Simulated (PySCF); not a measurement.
# In²⁺ (indium, charge +2) across methods

[Kr] 4d9 5s1 5p1, one real determinant (an excited configuration). All numbers are calculated (PySCF 2.14, scalar relativity through the core potential, in aug-cc-pVQZ-PP with one added diffuse shell each of s, p, d, f, g type with ECP28MDF (8s8p6d4f3g, 117 functions)).

```
 method  E (hartree)  mean ε 4d β (eV)  mean ε 5s α (eV)  mean ε 5p α (eV)  Σ⟨r²⟩ (bohr²)   ⟨S²⟩
 r2SCAN    -188.5260           -42.220           -27.546           -19.621          34.39  3.751
   MN15    -188.0308           -44.823           -29.203           -20.900          34.63  3.751
   PBE0    -188.4605           -44.270           -28.387           -20.374          34.52  3.750
r2SCAN0    -188.4985           -44.665           -28.694           -20.621          34.41  3.751
    UHF   -187.66618           -50.867           -31.312           -23.180          34.81  3.751
    PBE    -188.4531           -41.677           -27.176           -19.275          34.56  3.750
    LDA    -188.1050           -41.735           -27.515           -19.369          34.58  3.750
```

Q: Estimate the same row for r2SCANh.

A: E (hartree) = -188.5149; mean ε 4d β (eV) = -43.197; mean ε 5s α (eV) = -28.005; mean ε 5p α (eV) = -20.021; Σ⟨r²⟩ (bohr²) = 34.40; ⟨S²⟩ = 3.751.

⟨L²⟩ = 8.01 against 12 for a pure F term, so this real determinant mixes terms. Energies and moments cover only the electrons outside the core potential.
